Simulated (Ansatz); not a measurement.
Start from `NC[SiH2][NH][AlH2]` and change one atom or group to get `NC[SiH2]S`.

Ansatz, PBE0-D4/def2-TZVP geometries, multiplicity 1. Each molecule was computed in one conformer, which needn't be the lowest.

```csv
property,`NC[SiH2][NH][AlH2]`
HOMO–LUMO gap (PBE/def2-TZVPP) / eV,3.71
HOMO–LUMO gap (ωB97M-V/def2-TZVPP) / eV,9.85
size of the dipole moment (ωB97M-V/def2-TZVPP) / D,1.56
HOMO–LUMO gap (B3LYP/def2-TZVPP) / eV,5.47
LUMO energy (B3LYP/def2-TZVPP) / eV,-1.11
size of the dipole moment (B3LYP/def2-TZVPP) / D,1.53
```

Problem. Give the same properties after the change, and the shifts. (Best estimate.)

Solution. The calculation gave: 
```
                                          property  `NC[SiH2]S`  shift
               HOMO–LUMO gap (PBE/def2-TZVPP) / eV         5.10   1.39
           HOMO–LUMO gap (ωB97M-V/def2-TZVPP) / eV        11.33   1.48
size of the dipole moment (ωB97M-V/def2-TZVPP) / D         2.47   0.91
             HOMO–LUMO gap (B3LYP/def2-TZVPP) / eV         6.88   1.41
               LUMO energy (B3LYP/def2-TZVPP) / eV         0.11   1.22
  size of the dipole moment (B3LYP/def2-TZVPP) / D         2.47   0.94
```

With PBE0 the HOMO falls by 0.20 eV and the LUMO rises by 1.31 eV, so the gap widens by about 1.51 eV. PBE moves the HOMO by -0.21 eV and ωB97M-V by -0.14 eV. Dipoles are sizes alone; their direction can turn.

B3LYP here is the variant with VWN-RPA as its local correlation; programs differ in this.
